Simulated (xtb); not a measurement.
C5H8O, charge -1, doublet, geometry from GFN2-xTB (a state made from the parent by changing its charge; the spin is typed, not shown lowest). Base run: GFN2-xTB in xtb 6.7.1.

Input for xtb:
```
$ xtb mol.xyz --gfn 2 --chrg -1 --uhf 1 --json

# file mol.xyz
14

O      0.88502756     1.89138057    -0.62225082
C      0.38756476     0.85731762     0.00515967
C      1.13479625    -0.47939487     0.11570043
C      0.06091587    -1.55598187    -0.03557877
C     -1.19579130    -0.89337487     0.52585615
C     -1.11128514     0.53554569     0.00116732
H      1.93200250    -0.57598887    -0.63485990
H      1.62284296    -0.58463938     1.10398020
H      0.30327202    -2.49627006     0.47880154
H     -0.09341948    -1.78081320    -1.09525764
H     -1.14880603    -0.89288776     1.61946600
H     -2.11387555    -1.41390551     0.22542133
H     -1.55104327     0.59299776    -1.01598282
H     -1.68839625     1.23579241     0.62260895
```

Variants of this job, named by their change:

```json
[
 {"change": "base", "ΔE vs base (mEh)": "0.000", "SCF cycles": "11"},
 {"change": "alpb = acetonitrile", "ΔE vs base (mEh)": "-90.407", "SCF cycles": "10"},
 {"change": "etemp = 5000", "ΔE vs base (mEh)": "-0.644", "SCF cycles": "11"}
]
```

ALPB and GBSA are two models with their own fitted parameters for each solvent, which aren't always the measured dielectric constant.
